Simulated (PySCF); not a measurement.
ethylene glycol (C2H6O2), SMILES OCCO. Geometry: B3LYP-D3(BJ)/def2-SVP. The values are those of a single conformer.

Method: B3LYP-D3(BJ)/def2-SVP run with PySCF.

Harmonic wavenumbers (cm⁻¹): 179, 276, 334, 489, 542, 890, 905, 1080, 1095, 1138, 1180, 1259, 1287, 1380, 1419, 1452, 1483, 1494, 2968, 2978, 3027, 3082, 3773, 3844. Rotational constants (GHz): 15.20, 5.771, 4.704; symmetry number 1.

Q: Work out the zero-point energy and the ideal-gas rigid-rotor harmonic-oscillator thermochemistry at 298.15 K and 1 atm.

A: ZPE = ½ Σ hcν = ½ × 37554 cm⁻¹ = 224.62 kJ/mol. H − E(el) = 240.08 kJ/mol. Entropy in J/(mol K): translation 160.23, rotation 101.13, vibration 29.42, total 290.77. G − E(el) = 153.38 kJ/mol. Cp = 77.03 J/(mol K).
